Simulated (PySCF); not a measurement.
Method: PySCF, PBE0, basis Ir def2-TZVP with ECP60, H def2-TZVP (scalar-relativistic core potentials, no spin–orbit coupling, density fitting). Open shells, if any, are unrestricted.

Q: What spin state, shape and geometry does isolated IrH₂⁺ take (every ligand bound to Ir)?

A: Formally Ir is in oxidation state +3, d6, with 2 unpaired electrons (the high-spin count would be 4). The Mulliken spin on Ir is 2.05. The polar-tensor charge on Ir, 0.87, is far below the formal one. The lowest minimum found is a triplet of C2v symmetry with Ir–H 1.543 Å (×2); H–Ir–H 67.8°. Its harmonic wavenumbers are 699 (a1), 2371 (b2), 2391 (a1) cm⁻¹ and its dipole moment is 0.55 D about the centre of mass.

This need not be the most stable arrangement of these atoms. Open d and f shells are described by one determinant, and the ground state may have another occupation or spin. No spin–orbit coupling is included, which matters more the heavier the element.
